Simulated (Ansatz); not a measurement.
Consider the redistribution: `CN(C)[Si]Cl` + `NBBr` → `Cl[Si]Br` + `CN(C)BN`.

Isolated molecules relaxed with PBE0-D4/def2-TZVP in Ansatz; ΔE leaves out vibrations. CCSD(T)/CBS adds triple-zeta CCSD(T) − MP2 to the extrapolated MP2 energy (def2 sets, frozen cores). DFT in def2-TZVPP. B3LYP here is the variant with VWN-RPA as its local correlation; programs differ in this. HSE06 is defined as in plane-wave codes. For Br outer-core shells are correlated without core-valence functions, which leaves a few kJ/mol of doubt a bond. Scalar relativity is left out up to krypton. One conformer a species, not always the lowest.

| level | ΔE (kJ/mol) | difference from CCSD(T)/CBS |
| --- | --- | --- |
| LDA (SPW92) | -24.5 | -8.3 |
| PBE-D4 | -23.0 | -6.8 |
| revPBE-D4 | -19.6 | -3.4 |
| B97M-V | -19.7 | -3.5 |
| PBE0-D4 | -22.1 | -5.9 |
| B3LYP-D4 | -23.0 | -6.8 |
| HSE06-D4 | -22.4 | -6.2 |
| PBE-QIDH | -16.4 | -0.2 |
| BLYP | -27.9 | -11.7 |
| PBE0 | -24.0 | -7.8 |
| HF/def2-SVP | -21.8 | -5.6 |
| CCSD/def2-TZVPP | -14.0 | 2.2 |
| HF/def2-QZVPP | -24.5 | -8.3 |
| MP2/def2-QZVPP | -10.8 | 5.4 |
| SCS-MP2/def2-QZVPP | -11.9 | 4.3 |
| HF/CBS(def2) | -24.6 | -8.4 |
| CCSD(T)/CBS | -16.2 | 0 |

Largest T1 diagnostic among the species: 0.013.

Leaving LDA and LC-ωPBE aside and taking each functional with its dispersion term where it has one, the values, not all of them listed here, spread over 6.7 kJ/mol, from BHLYP-D4 to PBE-QIDH. The D4 term adds +3.8 kJ/mol with B3LYP and +1.9 kJ/mol with PBE0; it sums over pairs of atoms, weighted by their polarisabilities, and B3LYP, whose exchange is more repulsive, gets the larger term.
